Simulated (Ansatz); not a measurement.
Relaxation of ClF$_{5}$W (7 atoms, charge 0, multiplicity 1), to a largest force component of 0.02 eV/Å in at most 40 steps.

Theory: Ansatz 0.2.0, RKS PBE/def2-SVP.

```xyz
7
Properties=species:S:1:pos:R:3:forces:R:3
W 0.000 0.000 0.000 1.94 0.00 0.00
F 0.000 0.000 1.850 -0.07 0.00 0.44
Cl 2.390 0.000 0.000 -1.20 0.00 0.00
F 0.000 1.850 0.000 -0.07 0.44 0.00
F -1.850 0.000 0.000 -0.47 0.00 0.00
F 0.000 -1.850 0.000 -0.07 -0.44 0.00
F 0.000 0.000 -1.850 -0.07 0.00 -0.44
```

**Question.** Where does it end, and by what steps?

**Answer.** The forces met the threshold. After 3 steps the energy has fallen by 0.086 eV; Cl3 moved furthest, 0.06 Å.

| step | energy less start (eV) | largest force component (eV/Å) | accepted |
| --- | --- | --- | --- |
| 0 | 0.0000 | 1.938 | yes |
| 1 | -0.0752 | 0.526 | yes |
| 2 | -0.0857 | 0.069 | yes |
| 3 | -0.0861 | 0.008 | yes |

```xyz
7
Properties=species:S:1:pos:R:3
W 0.042 0.000 0.000
F -0.002 0.000 1.864
Cl 2.335 0.000 0.000
F -0.002 1.864 0.000
F -1.829 0.000 0.000
F -0.002 -1.864 0.000
F -0.002 0.000 -1.864
```

Whether the end is a true minimum wasn't checked by a vibrational analysis.

Run time: 7.5 s on 4 threads of Arm Neoverse V2, on a shared host, peak memory 0.18 GiB.
